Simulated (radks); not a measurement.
Results of a calculation; reference values are marked as such.
Initial-state core-level shifts of neutral tantalum when its valence configuration changes from [Xe] 4f14 5d3 6s2. Level of theory: non-relativistic Kohn-Sham, LDA (Slater exchange, Perdew-Wang correlation), spin-polarised, spherical densities, point nucleus; open shells are filled with parallel spins first (spin-orbit coupling, left out, can overturn this in heavy ions); relativity is left out, which matters for an element this heavy (a radial shooting solver on a logarithmic mesh with Libxc functionals). Shifts are changes of the shell-averaged eigenvalues in eV (positive: less bound); the change of the density at the nucleus, which sets a Mossbauer isomer shift, is in e/bohr^3, on a base of 2.779e+05.

valence,3d,4s,5s,5p,density at nucleus
4f13 5d3 6s2 6p1,-16.138,-14.703,-7.611,-6.806,+22.74
4f14 5d3 6p2,-2.143,-2.149,-2.133,-2.109,-20.55
4f12.5 5d3 6s2 6p1.5,-24.730,-22.425,-11.514,-10.300,+34.99
4f13 5d3 6s1 6p2,-16.999,-15.566,-8.455,-7.629,+11.07
4f14 5d3 6s1 6p1,-1.020,-1.023,-1.013,-0.996,-8.84
4f14 5d4 6s1,+2.754,+2.750,+2.663,+2.561,-11.69
4f14 5d5,+4.824,+4.820,+4.689,+4.501,-22.49
4f13 5d4 6s2,-11.611,-10.200,-3.336,-2.691,+16.19
4f14 5d2 6s2 6p1,-4.261,-4.249,-4.069,-3.911,+6.11
